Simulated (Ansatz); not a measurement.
`FC[SiH2][SiH2]F` + H₂ → `C[SiH2][SiH2]F` + H–F at 500 K and 1 bar (hydrogenolysis of a C–F bond).

Program: Ansatz. Geometries: PBE0-D4/def2-TZVP. ΔE: electronic, gas phase. CCSD(T)/CBS adds triple-zeta CCSD(T) − MP2 to the extrapolated MP2 energy (def2 sets, frozen cores). This one scheme is used for every species. Each species was taken in one conformer, which may not be the lowest.

```json
{"species": "`FC[SiH2][SiH2]F`", "CCSD(T)/CBS energy (Eh)": "-819.44343", "H − E (kJ/mol)": "227.2", "S (J/(mol·K))": "445.3"}
{"species": "H₂", "CCSD(T)/CBS energy (Eh)": "-1.17544", "H − E (kJ/mol)": "41.0", "S (J/(mol·K))": "145.5"}
{"species": "`C[SiH2][SiH2]F`", "CCSD(T)/CBS energy (Eh)": "-720.27653", "H − E (kJ/mol)": "241.7", "S (J/(mol·K))": "418.5"}
{"species": "H–F", "CCSD(T)/CBS energy (Eh)": "-100.39570", "H − E (kJ/mol)": "39.4", "S (J/(mol·K))": "188.7"}
```

H − E and S are ideal-gas, rigid-rotor, harmonic terms from PBE0-D4/def2-TZVP, for one conformer and one mirror image of each species. The MP2-based limit puts H₂ 0.8 mEh under its directly extrapolated value; such offsets cancel only in part. 1 Eh = 2625.50 kJ/mol, R = 8.31446 J/(mol·K).

Task: By hand: ΔE, ΔH, ΔS and ΔG.

Result: ΔE = (-720.27653) + (-100.39570) − (-819.44343) − (-1.17544) = -0.05336 Eh = -140.1 kJ/mol. Δ(H − E) = 241.7 + 39.4 − 227.2 − 41.0 = 12.9, so ΔH = -127.2 kJ/mol. ΔS = 418.5 + 188.7 − 445.3 − 145.5 = 16.4 J/(mol·K). ΔG = -127.2 − 500 × (16.4)/1000 = -135.4 kJ/mol.

Task: By hand: the equilibrium constant, and the temperature at which ΔG would vanish if ΔH and ΔS stayed fixed.

Result: log₁₀ K = −ΔG/(RT ln 10) = 14.1. ΔH and −TΔS have one sign here, so there is no such temperature.

ΔH outweighs TΔS. A doubt of 5 kJ/mol in ΔE shifts log₁₀ K by 0.5 here. Other conformers and mirror images would add mixing entropy, several J/(mol·K) or more a flexible species. Modes under 60 cm⁻¹, often nearly free rotors, make the harmonic entropy too high. These are equilibria of isolated gas molecules and say nothing of rates. Largest T1 diagnostic: 0.012 (customary marks: 0.02 for closed shells, 0.045 for open ones).
